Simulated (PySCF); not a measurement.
# Electronic absorption of MoSeBr4

Species: MoSeBr4 (singlet state).
Bonds: Mo1–Se2, Mo1–Br3, Mo1–Br4, Mo1–Br5, Mo1–Br6.

The calculation used TDDFT PBE0/def2-SVPD, vertical, gas phase, core orbitals frozen in the response, def2 core potentials past Kr (PySCF 2.14.0, density-fitted response routines). Geometry: PBE0-D3(BJ)/def2-SVP; no solvent, vibrations or thermal averaging. Spin–orbit coupling is left out.

Task: Predict the UV-vis stick spectrum at this level.

Result: 

```
state  E (eV)  ν̃ (cm⁻¹)       f  symmetry  main configurations (H = HOMO, L = LUMO)
   S1    1.63      13180  0.0000         –                                 H→L (96%)
   S2    1.69      13630  0.0016         –                          H-2/H-1→L (≥95%)
   S3    1.70      13700  0.0017         –                          H-2/H-1→L (≥95%)
   S4    2.02      16260  0.0000         –                              H-3→L (100%)
   S5    2.26      18240  0.0009         –                           H→L+1/L+2 (98%)
   S6    2.27      18320  0.0014         –                           H→L+1/L+2 (97%)
   S7    2.30      18590   0.029         E                               H-4→L (88%)
   S8    2.31      18620   0.028         E                               H-5→L (86%)
   S9    2.40      19380  0.0000         –                    H-2/H-1→L+1/L+2 (≥96%)
```

Triplets, Tamm–Dancoff:

```
state  E (eV)  λ (nm)  main configurations (H = HOMO, L = LUMO)
   T1    1.07    1156                                H→L (100%)
   T2    1.55   801.8                           H-2/H-1→L (99%)
   T3    1.55   797.9                           H-2/H-1→L (99%)
```

The lowest singlet lies at 1.63 eV (759 nm, near infrared) and is dark (f under 0.0005); its leading configuration is HOMO→LUMO (96%). The most intense listed level is S7/S8 at 2.30 eV (538 nm, f = 0.056 summed), 0.67 eV above S1. S2/S3, S5/S6 and S7/S8 lie within about 0.01 eV of each other in each set; the point group C4v has degenerate representations, and within a degenerate level the listed configurations can mix freely. For S1 the Löwdin share of molybdenum is at most 1% in HOMO and 65% in LUMO (ligand-to-metal charge transfer by this measure). Orbital energies (eV): HOMO-3 -8.56, HOMO-2 -8.21, HOMO-1 -8.20, HOMO -7.80, LUMO -5.21, LUMO+1 -4.37, LUMO+2 -4.36. Of the 9 states listed, 2 reach f = 0.01 and 3 stay under 0.0005. 9 computed singlets (S2 to S10) lie in the visible range (380 to 750 nm), the largest f among them at 538 nm, f = 0.029; light of that wavelength is green, and its complementary colour is purple; a Tamm–Dancoff triplet lies at 671 nm, without intensity as long as spin–orbit coupling is left out; the computed singlets end at 480 nm, so higher ones may fall in the visible too. All these states lie below the vertical ionisation energy of 9.42 eV (ΔSCF). Symmetry labels in C4v follow from the direction of the transition dipole and are given only for states with f of 0.002 or more. Orbitals of the list HOMO-3 to LUMO+2 that lie within 0.01 eV of each other are written together with a slash and their weights summed (≥ marks a lower bound); for degenerate orbitals outside that list single weights are arbitrary. Only the lowest 10 singlets were computed, as vertical energies without vibronic structure. The highest level found (2.58 eV, f 0.0000 so far) is left out, since the window may have cut off a degenerate partner.

On one thread, Arm Neoverse V1 (aarch64) (shared host), this took 7.1 min (grids of density and orbitals included) and 1.4 GiB of memory at its peak.
